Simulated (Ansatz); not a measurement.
[DyCl6]3- (DyCl6³⁻), relaxed as a sextet with UKS PBE-D4/def2-SVP in Ansatz, starting from the GFN2-xTB geometry. Force threshold 0.03 eV/Å.

In the def2 sets Dy takes a core potential; there is no spin–orbit coupling. With an open 4f shell the SCF may have ended on a state above the lowest. A multiply charged anion in the gas phase is held together partly by the finite basis. The highest occupied level of the charge -3 sextet lies above zero (up to 6.14 eV). It is a level of β spin, whose loss leaves a septet; that state wasn't run at this geometry and level. The electron is either unbound and held by the finite basis, or the level is raised by self-interaction error. The relaxation made no stability test and no search for a lower SCF solution. No other spin state of charge -3 was run.

Start:

```xyz
7

Dy   -0.001    0.001   -0.002
Cl   -2.539    0.821   -0.142
Cl    2.534   -0.818    0.164
Cl   -0.559   -2.071   -1.588
Cl    0.562    2.070    1.582
Cl   -0.605   -1.484    2.133
Cl    0.607    1.480   -2.147
```

```tsv
step	energy (eV)	largest force component (eV/Å)	SCF passes
1	-99158.8679	0.369	254
2	-99158.9241	0.034	103
3	-99158.9248	0.006	72
4	-99158.9249	0.002	84
```

Force components are those of the run's own axes.

End:

```xyz
7

Dy    0.0000    0.0000    0.0001
Cl   -2.5910    0.8330   -0.1484
Cl    2.5910   -0.8327    0.1501
Cl   -0.5696   -2.1103   -1.6281
Cl    0.5698    2.1106    1.6273
Cl   -0.6236   -1.5015    2.1877
Cl    0.6234    1.5010   -2.1887
```

By distances, no bond broke or formed. The bond that changes most is Dy1–Cl5, from 2.67 to 2.73 Å (atoms count from 1).

The force fell under the threshold at step 3, but the optimiser went on. No frequencies were taken in this run, so the end may be a saddle point.

Hardware: 4 threads of Arm Neoverse V2 on a shared host. Wall time 2.6 min, peak host memory 0.81 GiB.
